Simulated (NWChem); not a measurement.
Species: BCl cation, doublet; SMILES of the neutral closed-shell parent BCl

```xyz
2

B      0.0000     0.0000    -1.2134
Cl     0.0000     0.0000     0.3903
```
Atoms are numbered in this order, from 1.

Geometry: optimised at PBE0/def2-SVP, spin-unrestricted. The spin multiplicity was typed, not searched, and may not be the lowest. No stability test was run on the SCF state.

Q: List the 4 lowest vertical excitations from B3LYP/aug-cc-pVDZ, spin-unrestricted, TDA (NWChem).

A: 
```
state    energy (eV)  oscillator strength  <S²>
-------  -----------  -------------------  ----
state 1         4.50                0.000  0.78
state 2         4.50                0.000  0.78
state 3         5.23                0.038  0.76
state 4         5.23                0.038  0.76
```
